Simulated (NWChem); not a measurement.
**Correlation energy of C2H2F**

SMILES: C=[C]F
```xyz
5

C      1.2054    -0.0264     0.0000
C     -0.0339     0.4220     0.0000
F     -1.1644    -0.2161     0.0000
H      1.4106    -1.1040     0.0000
H      2.0398     0.6757     0.0000
```
Charge 0, spin multiplicity 2.

Everything below was run with NWChem. Structure: optimised with UPBE0/def2-SVP, a minimum by its harmonic frequencies.

Basis set: STO-3G. Each correlation energy counts from its own Hartree-Fock reference.

| method | correlation energy (mHa) | remark |
|---|---|---|
| CCSD[T] on ROHF | -166.5 | - |
| CCSD on ROHF | -161.8 | - |
| CCSDT on ROHF | -166.2 | - |
| CCSD(T) on UHF | -152.0 | spin-contaminated |
| CCSD[T] on UHF | -152.7 | spin-contaminated |
| CCSD(T) on ROHF | -165.8 | - |
| UMP2 | -99.6 | spin-contaminated |
| CCSD on UHF | -148.4 | spin-contaminated |
| SCS-UMP2 | -104.0 | spin-contaminated |

The values span 66.9 mHa, from CCSD[T] on ROHF (lowest) to UMP2 (highest). 

The correlated methods keep 3 core orbitals frozen. The structure started from a generated list of species. The unpaired electrons of the parent sit in orbitals of symmetry a' (Cs labels of the run); other states weren't searched. No SCF solution was tested for a lower state. Open-shell Hartree-Fock references start from PBE0 orbitals. Coupled-cluster values serve here as a point of comparison, not as the truth.
